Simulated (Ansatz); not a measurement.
C$_{3}$H$_{10}$N (SMILES CC[NH2+]C), charge +1, singlet, at a GFN2-xTB geometry; Ansatz (a first-principles code) with HF/STO-3G.

The Ansatz input:
Ansatz 0.2 input:
```yaml
crystal:
  periodic: [false, false, false]
  atoms:
    - {symbol: C, position_ang: [1.21296475, -0.43505659, 1.05745699]}
    - {symbol: C, position_ang: [0.49340484, 0.73006851, 0.40560672]}
    - {symbol: N, position_ang: [-0.22912828, 0.30572748, -0.83364535]}
    - {symbol: C, position_ang: [-1.42679703, -0.52369353, -0.58580884]}
    - {symbol: H, position_ang: [1.90138003, -0.91149101, 0.36319589]}
    - {symbol: H, position_ang: [1.79585188, -0.06458150, 1.89576360]}
    - {symbol: H, position_ang: [0.52350240, -1.17871165, 1.44533444]}
    - {symbol: H, position_ang: [1.21504360, 1.49985744, 0.12601840]}
    - {symbol: H, position_ang: [-0.23433377, 1.16776361, 1.09065133]}
    - {symbol: H, position_ang: [0.42852521, -0.22443572, -1.42056931]}
    - {symbol: H, position_ang: [-0.51217892, 1.14132391, -1.35893829]}
    - {symbol: H, position_ang: [-2.12795182, 0.01940297, 0.04481675]}
    - {symbol: H, position_ang: [-1.91645003, -0.76834228, -1.52611082]}
    - {symbol: H, position_ang: [-1.14692605, -1.44878838, -0.08817373]}
basis:
  gaussian:
    orbitals: STO-3G
hamiltonian:
  xc: hf
total_charge: 1
```

What the program printed (banner, timings and long lists left out):

```
Functional definition: HF
426 factors; integrals over basis functions are off by at most 3.9e-5 eV
mean field evaluation 1: about -4669.4035 eV, gradient 1.3e1 eV
mean field evaluation 2: about -4669.6793 eV, gradient 1.3e1 eV
mean field evaluation 4: about -4670.3371 eV, gradient 9.6e-1 eV
mean field evaluation 8: about -4670.3400 eV, gradient 2.3e-5 eV
mean field -4670.34004957 eV, -171.6318311517 hartree, gradient 2.9e-5 eV, S^2 0.000000; 0 other end points of the search recorded, 0 dependent functions left out
reference -4670.34004957 eV, -171.6318311517 hartree; 17, 17 occupied and 13, 13 virtual orbitals, 426 factors
Total energy: -4670.34004957 eV, -171.6318311517 hartree
```
